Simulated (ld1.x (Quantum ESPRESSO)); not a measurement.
## Ta: one change to an RRKJ potential, before and after

tantalum (Ta), norm-conserving RRKJ (Kleinman–Bylander form), made with ld1.x (Quantum ESPRESSO) 7.5 (PBE, scalar-relativistic). Core [Xe] 4f14, reference 5d3 6s2 6p0. Waves: 6p (bound, empty): rc 4.20 bohr; 5d (bound): rc 1.85 bohr; 6s (bound): rc 2.00 bohr. Local part: the s channel. Core correction: Bessel-smoothed model core inside 1.05 bohr. rho0 = 0.005.

Change: core correction none.

Cutoffs: the cutoffs (Ry, on a coarse ladder) from which the occupation-weighted sum of valence levels, in a spherical-Bessel basis at the reference potential, stays within 10 and 1 mRy of its value at 400 Ry; they do not see the model core or the augmentation charge, which bear on the density cutoff. Errors are all-electron minus pseudo energies relative to the spin-unpolarised reference configuration.

Question: How do hardness, ghosts and transferability respond?

Answer: The potential gets neither clearly harder nor softer (25 Ry and 60 Ry → 25 Ry and 60 Ry); of the 7 tests that both files solve, the error grows in 5 and shrinks in 2 by more than 15 % and 0.3 meV (median size 37.7 → 67.8 meV); neither file shows a bound ghost.

```csv
quantity,base,changed
"cutoff, loose",25 Ry,25 Ry
"cutoff, tight",60 Ry,60 Ry
bound ghosts,none,none
"error for 5d3 6s1 6p0, meV [ΔE 8.47 eV]",-4.6,+25
"error for 5d3 6s0 6p0, meV [ΔE 23.44 eV]",-38,+194
"error for 5d2 6s0 6p0, meV [ΔE 47.04 eV]",-256,+183
"error for 5d3 6s1 6p1, meV [ΔE 4.18 eV]",-7.6,+17
"error for 5d3 6s1.5 6p0, meV [ΔE 3.46 eV]",-1.4,+3.9
"error for 5d3 6s0 6p2, meV [ΔE 8.59 eV]",-42,+68
"error for 5d1 6s0 6p0, meV [ΔE 82.09 eV]",-953,+339
s: phases at 4.55 bohr within 0.05 rad from the reference energy up to (Ry; the scan ends near 5),0.3,0.3
p: phases at 4.55 bohr within 0.05 rad from the reference energy up to (Ry; the scan ends near 5),1.3,1.3
d: phases at 4.55 bohr within 0.05 rad from the reference energy up to (Ry; the scan ends near 5),0.5,0.5
```
